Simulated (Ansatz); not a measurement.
Molecule: C5H11S, charge 0, multiplicity 2. It need not be the lowest isomer of its formula. 
Geometry from a B3LYP-D3(BJ)/def2-TZVP (Ansatz, a program for electronic structure) optimisation:
```xyz
17

C     -2.5985     0.1492     0.2034
C     -1.4837    -0.4592     0.9678
C     -0.4413    -1.1812     0.1113
S      0.3912    -0.1571    -1.1440
C      1.1967     1.1160    -0.1198
C      2.2500     0.5905     0.8446
H     -2.4656     0.4268    -0.8324
H     -3.5143     0.4324     0.7030
H     -0.9737     0.3048     1.5761
H     -1.8757    -1.1736     1.7027
H      0.3085    -1.6530     0.7469
H     -0.9163    -1.9729    -0.4705
H      1.6476     1.7877    -0.8521
H      0.4319     1.6900     0.4057
H      1.8112    -0.0648     1.5982
H      2.7312     1.4190     1.3704
H      3.0167     0.0262     0.3129
```
Charge 0, spin multiplicity 2.

Parts of the frozen-core correlation energy in 6-31G* (Ansatz, hartree). Frozen orbitals: 10; correlated occupied orbitals by spin: 19 and 18; virtual: 87 and 88. UHF or UKS for open shells. Spin-orbit coupling is left out. Non-relativistic.

| term | value |
|---|---|
| reference (HF) | -593.20519 |
| MP2 opposite-spin | -0.57460 |
| MP2 same-spin | -0.18100 |
| CCSD correlation | -0.83302 |
| (T) | -0.02533 |
| T1 diagnostic | 0.010 |
| largest doubles amplitude | 0.032 |
| <S^2> of the reference | 0.763 |
